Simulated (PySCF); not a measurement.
**Calculated NMR parameters of [SiH3]CCC1=C[SiH2]C1**

- Formula: C5H12Si2
- SMILES: [SiH3]CCC1=C[SiH2]C1
- InChI: InChI=1S/C5H12Si2/c6-2-1-5-3-7-4-5/h3H,1-2,4,7H2,6H3
- Point group of the computed structure: C1
- Degrees of unsaturation: 2
- Carbon signals: 5
- Proton signals: 6

Atoms are numbered as in `[SiH3:1][CH2:2][CH2:3][C:4]1=[CH:5][SiH2:6][CH2:7]1`. Hydrogens are named by the atom that carries them.

[PySCF 2.14.0 with density-fitted response routines: shielding tensors at PBE0/pcSseg-1 (GIAO); coordinates at the GFN2-xTB level; isolated molecule; no relativistic terms; fast rotation and ring inversion assumed for equivalent nuclei; one conformer]

Referencing at the same level of theory: $^{1}$H (σref 31.72) and $^{13}$C (σref 186.93) and $^{29}$Si (σref 349.16) vs TMS.

| carbon | δC, type | δH (multiplicity) | HMBC from (2–3 bonds) | span of the C tensor (ppm) |
| --- | --- | --- | --- | --- |
| C2 | 11.7, CH2 | 0.97 (m) | H(Si1), H(C3) | 32 |
| C3 | 38.5, CH2 | 2.23 (t) | H(C5), H(Si1), H(C7), H(C2) | 35 |
| C4 | 180.6, C | – | H(C5), H(Si6), H(C3), H(C7), H(C2) | 261 |
| C5 | 131.4, CH | 5.69 (t) | H(Si6), H(C3), H(C7) | 186 |
| C7 | 19.0, CH2 | 1.90 (m) | H(C5), H(Si6), H(C3) | 38 |

Other nuclei:
| atoms | nucleus | environment | δ (ppm) | σ (ppm) |
| --- | --- | --- | --- | --- |
| H(Si6) | $^{1}$H | hydrogen on a silicon bonded to 2 C, in a 4-membered ring | 4.82 | 26.90 |
| H(Si1) | $^{1}$H | hydrogen on a silicon bonded to C | 3.88 | 27.83 |
| Si6 | $^{29}$Si | silicon bonded to 2 C, 2 H, in a 4-membered ring | -54.4 | 403.5 |
| Si1 | $^{29}$Si | silicon bonded to C, 3 H | -69.3 | 418.4 |

- Carbon types of the structure: 1 × C, 1 × CH, 3 × CH2, leaving 5 H on heteroatoms.
- δC 180.6: fully substituted alkene carbon.
- δC 131.4: alkene CH; the olefinic region.
- δC 38.5: allylic sp3 CH2; aliphatic region, no heteroatom directly attached.
- δC 11.7: sp3 CH2 bonded to Si; an electropositive neighbour leaves it electron-rich and shielded.
- δH 2.23: hydrogen on an allylic sp3 CH2; allylic position.

Shifts are as computed. Against solution values, carbons near 30 ppm lie about +3 ppm off and those near 130 ppm about +5 ppm. Of 1211 compounds with measured shifts, 218 miss one by over three times the rms of a fit or turn the order of signals round; such compounds aren't used in these exercises. No couplings were computed; multiplicities are counted from neighbouring protons, with m where these are inequivalent, close in shift, in a saturated or five-membered ring or joined by F or P, and br s for small geminal =CH2 splittings.
